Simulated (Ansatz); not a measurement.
ZnO2H2, relaxed as a singlet with RKS PBE-D4/def2-TZVP in Ansatz, starting from the GFN1-xTB geometry. Force threshold 0.02 eV/Å.

The structure comes from a short search, and lower isomers may exist.

Start:

Cartesian coordinates in Å:
```
Zn 0.0194 -0.0560 0.0360
O 1.4224 0.3910 -0.8546
O -1.6436 0.0607 0.4618
H 2.2770 -0.0355 -0.8458
H -2.0752 -0.3602 1.2026
```

```json
{"step": "1", "energy (eV)": "-52537.5605", "largest force component (eV/Å)": "0.925", "SCF passes": "17"}
{"step": "2", "energy (eV)": "-52537.6509", "largest force component (eV/Å)": "0.731", "SCF passes": "19"}
{"step": "3", "energy (eV)": "-52537.7114", "largest force component (eV/Å)": "0.985", "SCF passes": "26"}
{"step": "4", "energy (eV)": "-52537.7528", "largest force component (eV/Å)": "0.853", "SCF passes": "28"}
{"step": "5", "energy (eV)": "-52537.7613", "largest force component (eV/Å)": "0.755", "SCF passes": "22"}
{"step": "6", "energy (eV)": "-52537.7896", "largest force component (eV/Å)": "0.160", "SCF passes": "26"}
{"step": "7", "energy (eV)": "-52537.7899", "largest force component (eV/Å)": "0.285", "SCF passes": "21"}
{"step": "8", "energy (eV)": "-52537.7921", "largest force component (eV/Å)": "0.009", "SCF passes": "22"}
```

Force components are those of the run's own axes.

End:

```xyz
5

Zn   -0.063    0.125   -0.113
O     1.564    0.545   -0.699
O    -1.758   -0.153    0.352
H     2.116   -0.240   -0.851
H    -1.860   -0.277    1.310
```

By distances, no bond broke or formed. The bond that changes most is Zn1–O3, from 1.72 to 1.78 Å (atoms count from 1).

No frequencies were taken in this run, so the end may be a saddle point.

Hardware: 4 threads of Arm Neoverse V1 on a shared host. Wall time 8 s.
